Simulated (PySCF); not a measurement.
## AlTe: energy against distance

Set-up: PySCF, scalar-relativistic core potentials, basis sets Al def2-SVP, Te def2-SVP with ECP28. Energies in eV from Al + Te in their ground configurations at the same level. State: ²Σ⁺ (doublet), unpaired electrons σ ↑.

All columns are PBE0. A positive dipole means Al(−)Te(+).

```tsv
R (Å)	E (eV)	μ (D)	Mulliken charge on Al (basis-dependent)	HOMO (eV)	LUMO (eV)	Mayer bond order	⟨S²⟩
2.047	-2.007	-2.06	0.19	-6.67	-3.70	2.33	0.76
2.142	-2.659	-2.31	0.23	-6.78	-3.86	2.26	0.76
2.237	-3.011	-2.55	0.26	-6.63	-4.01	2.18	0.76
2.309	-3.130	-2.72	0.28	-6.51	-4.12	2.11	0.76
2.380	-3.160	-2.89	0.30	-6.40	-4.21	2.04	0.76
2.451	-3.123	-3.06	0.31	-6.29	-4.29	1.96	0.76
2.547	-3.001	-3.28	0.33	-6.16	-4.38	1.85	0.76
2.666	-2.779	-3.57	0.34	-6.01	-4.45	1.70	0.76
2.808	-2.465	-3.96	0.36	-5.84	-4.47	1.52	0.76
2.999	-2.037	-4.57	0.38	-5.62	-4.42	1.33	0.76
```

A fit through these points gives, at Re = 2.372 Å, μ = -2.87 D and dμ/dR = -2.36 D/Å; the reduced mass is 22.34 u.

Q: How strong is the fundamental in the double-harmonic approximation, I = 42.26·(dμ/dR)²/μred km/mol?

A: I = 42.26·(-2.36)²/22.34 = 10.5 km/mol at PBE0.

Spin–orbit coupling is left out, which matters for elements this heavy, above all for dissociation energies. The state is the lowest determinant that a PBE0 search found; another state may lie lower at other levels.
